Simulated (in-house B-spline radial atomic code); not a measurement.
A calculation on S+: its settings, and results tabulated from the run. Method: scalar-relativistic (X2C) PBE, spherical fractional occupations, Fermi nucleus of rms radius 3.2611 fm, inside a hard spherical wall at 2.89 bohr. Calculated with a B-spline radial code for spherical atoms.

Command:
```bash
python run_scf.py task.json out
```
Settings (nuclear radius in fm, mass in u):
```
Z                16
configuration    [Ne] 3s2 3p2 3d1
hamiltonian      x2c
method           pbe,pbe
spin_polarised   False
nucleus          fermi
rms_radius       3.2611
atomic_mass      31.97207
speed_of_light   137.035999084
wall_radius      2.89
```

Output (hartree, bohr):
```
 radial grid: 62 intervals, B-splines of order 8, outer radius 2.89 bohr

 iter        energy (Eh)    residual
    1        -396.542697    2.29e-01
    2        -396.961356    7.30e-02
    3        -397.031716    1.92e-02
    4        -397.037237    4.80e-03
    5        -397.037613    2.60e-03
    6        -397.037704    6.47e-05
    7        -397.037704    3.85e-06
    8        -397.037704    1.74e-07

 total energy                      -397.03770
 kinetic                             403.9363
 electron-nucleus                   -951.6799
 Hartree                             176.2890
 exchange-correlation                -25.5832

 orbital      occ     eigenvalue          <r>       <r^2>       <1/r>       r_max
 1s         2.000       -88.3852    0.0966866   0.0125965     15.7465     0.06309
 2s         2.000        -7.7927     0.479797    0.274269     3.07018      0.3884
 2p         6.000        -5.7646     0.443785    0.246645     2.95375       0.326
 3s         2.000        -0.6737      1.45928     2.36097    0.922546       1.379
 3p         2.000        -0.2067      1.50975     2.52882    0.867758       1.469
 3d         1.000         0.4771      1.54888     2.63027    0.732061       1.546
```

Time taken, with all properties: 0.08 s on 1 thread of Arm Neoverse V1, on a shared host.
